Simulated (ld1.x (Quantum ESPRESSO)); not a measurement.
antimony: variants of one RRKJ potential

Base potential:

```
Element                 : antimony (Sb)
Generator               : ld1.x (Quantum ESPRESSO) 7.5
Type                    : norm-conserving RRKJ (Kleinman–Bylander form)
Functional              : PBEsol
Relativity              : scalar-relativistic
Frozen core             : [Kr]
Valence charge          : 15
Reference configuration : 4d10 5s2 5p3
Partial waves           : 5p (bound): rc 1.85 bohr; 4d (bound): rc 1.65 bohr; 5s (bound): rc 1.75 bohr
Local potential         : the s channel
Core correction         : a·sin(br)/r model core inside 1.50 bohr
rho0                    : 0.001
```

Cutoffs, loose and tight: the cutoffs (Ry, on a coarse ladder) from which the occupation-weighted sum of valence levels, in a spherical-Bessel basis at the reference potential, stays within 10 and 1 mRy of its value at 400 Ry. They do not see the model core or the augmentation charge, which bear on the density cutoff. Test errors are all-electron minus pseudo excitation energies from the reference, over the configurations 4d10 5s2 5p2; 4d10 5s2 5p1; 4d10 5s2 5p0; 4d10 5s2 5p2.5; 4d9 5s2 5p3; 4d10 5s1 5p0; 4d10 5s2 5p3.3. A dash means not determined; rows that change the core or the reference have their own tests.

A true bound ghost makes a file unfit for plane-wave use even where its test errors are small: the radial tests pick states by their node count and pass the ghost by.

```tsv
change	outcome	cutoff, loose	cutoff, tight	bound ghosts	largest test error (meV)
base	generated	70 Ry	90 Ry	none	-212
all radii but the core radius scaled by about 0.74 (s 1.30, p 1.38, d 1.22 bohr)	failed: compute_chi: n is too large	–	–	–	–
all radii but the core radius scaled by about 0.86 (s 1.50, p 1.58, d 1.42 bohr)	generated	90 Ry	120 Ry	p	-111
all radii but the core radius scaled by about 1.09 (s 1.90, p 2.02, d 1.80 bohr)	generated	55 Ry	80 Ry	none	-141
all radii but the core radius scaled by about 1.15 (s 2.02, p 2.14, d 1.90 bohr)	failed: compute_phi: phi has nodes before r_c	–	–	–	–
all radii but the core radius scaled by about 1.23 (s 2.14, p 2.28, d 2.02 bohr)	failed: compute_phi: phi has nodes before r_c	–	–	–	–
all radii but the core radius scaled by about 1.32 (s 2.30, p 2.44, d 2.18 bohr)	failed: compute_phi: phi has nodes before r_c	–	–	–	–
all radii but the core radius scaled by about 1.41 (s 2.46, p 2.60, d 2.32 bohr)	generated	40 Ry	55 Ry	none	+495
```

Question: What comes out with this change to the base: all radii but the core radius scaled by about 0.92 (s 1.60, p 1.70, d 1.52 bohr)?

Answer: outcome: generated; cutoff, loose: 80 Ry; cutoff, tight: 100 Ry; bound ghosts: p; largest test error (meV): -171.

Reading the sweep of the scale of all radii but the core radius (base = 1) (base included, trends over the rows without a ghost): Bound ghosts are found at 0.86, 0.92. The generation fails at 0.74, 1.15, 1.23, 1.32.
